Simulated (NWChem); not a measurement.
System: CH₃ITe; SMILES C[Te]I

Program: NWChem. Coordinates come from a PBE-D3(BJ)/def2-SVP optimisation. def2 effective core potentials on Te, I; no spin-orbit coupling. Ions are spin-unrestricted doublets at the neutral geometry; other ion states weren't tried.

Problem. Among these, which level gives the lowest value of “−ε(HOMO) (eV)”?
A) CAM-B3LYP/def2-SVP
B) PBE/def2-SVP
C) Hartree-Fock/def2-SVP
D) B3LYP/def2-SVP

Solution. B, PBE/def2-SVP. Values: PBE/def2-SVP 4.97; B3LYP/def2-SVP 5.80; CAM-B3LYP/def2-SVP 7.25; Hartree-Fock/def2-SVP 8.39
